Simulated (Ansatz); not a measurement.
The cluster Sn₃S₂, relaxed as a singlet with RKS r2SCAN-D4/def2-SVP in Ansatz, starting from the GFN2-xTB geometry. Force threshold 0.02 eV/Å.

In the def2 sets Sn takes a core potential; there is no spin–orbit coupling. The structure comes from a short search, and lower isomers may exist.

Start:

Cartesian coordinates in Å:
```
Sn 0.940 0.388 -1.342
Sn 0.005 2.277 0.563
Sn -0.543 -1.898 0.716
S -1.293 -0.896 -1.301
S 0.891 0.130 1.364
```

```
        step  energy (eV)  largest force component (eV/Å)  SCF passes
           1  -39167.5989                           0.886          19
2 (rejected)  -39167.5922                           1.049          27
           3  -39167.7220                           0.243          27
           4  -39167.7913                           0.338          27
           5  -39167.9589                           0.582          26
           6  -39168.3026                           0.859          26
           7  -39168.6820                           0.621          27
           8  -39168.8517                           0.421          27
           9  -39168.8952                           0.107          21
          10  -39168.8962                           0.066          21
          11  -39168.8971                           0.050          21
          12  -39168.8979                           0.003          21
```

Force components are those of the run's own axes.

End:

Cartesian coordinates in Å:
```
Sn 1.241 -0.014 -1.258
Sn -0.465 1.921 0.220
Sn -0.235 -1.913 0.489
S -1.477 -0.153 -0.913
S 0.935 0.159 1.462
```

Bonds formed: Sn2–S4 (atoms count from 1). The end is the same structure that another start reached, the lowest one found.

No frequencies were taken in this run, so the end may be a saddle point.

Run time 33 s (4 threads of Arm Neoverse V1 on a shared host).
